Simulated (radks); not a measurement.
Results of a calculation; reference values are marked as such.
Species: Rh XIV. Configuration: [Ar] 3d10 4s2 4p2. Code: a radial shooting solver on a logarithmic mesh with Libxc functionals. Model: scalar-relativistic Kohn-Sham, LDA (Slater exchange, VWN5 correlation), spin-polarised, spherical densities, finite nucleus; open shells are filled with parallel spins first (spin-orbit coupling, left out, can overturn this in heavy ions); Fermi nuclear charge, rms radius 4.4945 fm. Some entries of the table are withheld. Estimate them.

| orbital | occ. | eigenvalue (hartree) | <1/r> (bohr^-1) |
|---|---|---|---|
| 1s up | 1 | -856.3502 | 47.00 |
| 1s down | 1 | -856.3264 | 47.00 |
| 2s up | 1 | -133.2900 | 10.65 |
| 2s down | 1 | -133.2742 | 10.65 |
| 2p up | 3 | -120.6734 | 10.32 |
| 2p down | 3 | -120.6517 | 10.32 |
| 3s up | 1 | -32.17495 | 3.731 |
| 3s down | 1 | -32.14646 | 3.732 |
| 3p up | 3 | -28.01849 | 3.561 |
| 3p down | 3 | -27.98714 | 3.563 |
| 3d up | 5 | -21.38055 | 3.345 |
| 3d down | 5 | -21.34907 | 3.348 |
| 4s up | 1 | (1) | 1.589 |
| 4s down | 1 | (2) | 1.591 |
| 4p up | 2 | -10.79720 | 1.494 |
| 4p down | 0 | -10.64187 | 1.494 |

Answer. 
(1) 4s up eigenvalue (hartree): -12.16391
(2) 4s down eigenvalue (hartree): -12.00788
